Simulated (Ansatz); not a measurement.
`C[NH][In]([F])[F]` + HCl → `[F][In]([F])[Cl]` + CH₃NH₂ at 298.15 K and 1 bar (ligand exchange at the In–N bond).

Isolated molecules relaxed with PBE0-D4/def2-TZVP in Ansatz; ΔE leaves out vibrations. CCSD(T)/CBS is the MP2 limit (def2-TZVPP, def2-QZVPP) plus CCSD(T) − MP2 in def2-TZVPP, frozen cores. This one scheme is used for every species. Elements past krypton have def2 core potentials. For In outer-core shells are correlated without core-valence functions, which leaves a few kJ/mol of doubt a bond. One conformer a species, not always the lowest.

```tsv
species	CCSD(T)/CBS energy (Eh)	H − E (kJ/mol)	S (J/(mol·K))
`C[NH][In]([F])[F]`	-484.61621	172.6	375.0
HCl	-460.38127	26.6	186.8
`[F][In]([F])[Cl]`	-849.27843	28.9	328.9
CH₃NH₂	-95.75281	180.0	240.4
```

H − E and S are ideal-gas, rigid-rotor, harmonic terms from PBE0-D4/def2-TZVP, for one conformer and one mirror image of each species. 1 Eh = 2625.50 kJ/mol, R = 8.31446 J/(mol·K).

Task: By hand: ΔE, ΔH, ΔS and ΔG.

Result: ΔE = (-849.27843) + (-95.75281) − (-484.61621) − (-460.38127) = -0.03376 Eh = -88.6 kJ/mol. Δ(H − E) = 28.9 + 180.0 − 172.6 − 26.6 = 9.7, so ΔH = -78.9 kJ/mol. ΔS = 328.9 + 240.4 − 375.0 − 186.8 = 7.5 J/(mol·K). ΔG = -78.9 − 298.15 × (7.5)/1000 = -81.1 kJ/mol.

Task: By hand: the equilibrium constant, and the temperature at which ΔG would vanish if ΔH and ΔS stayed fixed.

Result: log₁₀ K = −ΔG/(RT ln 10) = 14.2. ΔH and −TΔS have one sign here, so there is no such temperature.

The number of gas molecules stays the same, so ΔS is small and ΔH decides. A doubt of 5 kJ/mol in ΔE shifts log₁₀ K by 0.9 here. Other conformers and mirror images would add mixing entropy, several J/(mol·K) or more a flexible species. These are equilibria of isolated gas molecules and say nothing of rates. Largest T1 diagnostic: 0.016 (customary marks: 0.02 for closed shells, 0.045 for open ones).

ΔS is within the doubt of such terms, so its sign, and with it that verdict, could turn.
